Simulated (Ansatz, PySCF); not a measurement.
Isomers of CH5AlO2: 1 is [CH3][Al]([OH])[OH], 2 is C[O][AlH][OH]; one conformer of each (the lowest of an xTB search), B3LYP-D3(BJ)/def2-TZVP minima.
Isomer 1 (charge 0, multiplicity 1, Z-matrix in Å and degrees):
```
Al
O 1 1.7016
H 2 0.9570 1 126.21
O 1 1.7018 2 122.48 3 0.11
H 4 0.9572 1 125.96 2 -0.09
C 1 1.9374 2 118.53 3 -179.84
H 6 1.0908 1 111.67 2 -177.57
H 6 1.0927 7 108.24 1 -122.47
H 6 1.0929 7 108.09 8 -115.26
```
Isomer 2 (charge 0, multiplicity 1):
```xyz
9

C      1.3694    -0.4641     0.3840
O      0.5528     0.6579     0.1688
Al    -1.0358     0.9942    -0.2800
O     -2.1805    -0.2094    -0.6269
H      2.2280    -0.4378    -0.2929
H      1.7464    -0.4612     1.4106
H      0.8371    -1.4087     0.2206
H     -1.4802     2.4846    -0.3827
H     -2.0373    -1.1555    -0.6016
```

No zero-point or thermal terms.

Rows in STO-3G carry no dispersion term and start afresh at each structure.

The values were computed with Ansatz (Gaussian basis) for Hartree–Fock, density functionals and correlated methods; PySCF for STO-3G rows, the dispersion terms. Values without a source in brackets are computed.

Question: One of these levels gives 62.7 kJ/mol for the electronic energy of isomer 2 less that of isomer 1. Which?
A) HF/cc-pV(T+d)Z
B) HF/STO-3G
C) PBE-D4/def2-TZVPP

Answer: B, HF/STO-3G. The others give 86.2 (HF/cc-pV(T+d)Z), 104.3 (PBE-D4/def2-TZVPP)

Ansatz is an electronic-structure program.
